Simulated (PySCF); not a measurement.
# Electron correlation in Ti (titanium, neutral)

[Ar] 3d4, high-spin 5D determinant (an excited configuration). Computed with PySCF 2.14 in ANO-RCC-VTZP, with the spin-free X2C one-electron Hamiltonian (Gaussian nucleus). Frozen: [Ar]; 4 electrons correlated.

```tsv
level	correlation energy (mhartree)
CCSD	-66.02
(T)	-2.71
CCSD(T)	-68.73
```

Diagnostics: T1 = 0.014, D1 = 0.0238, largest double amplitude 0.076.

Question: Is a single reference adequate?

Answer: Mostly. T1 lies below 0.03, but a double amplitude of this size points to a near-degeneracy that CCSD handles and MP2 describes poorly.
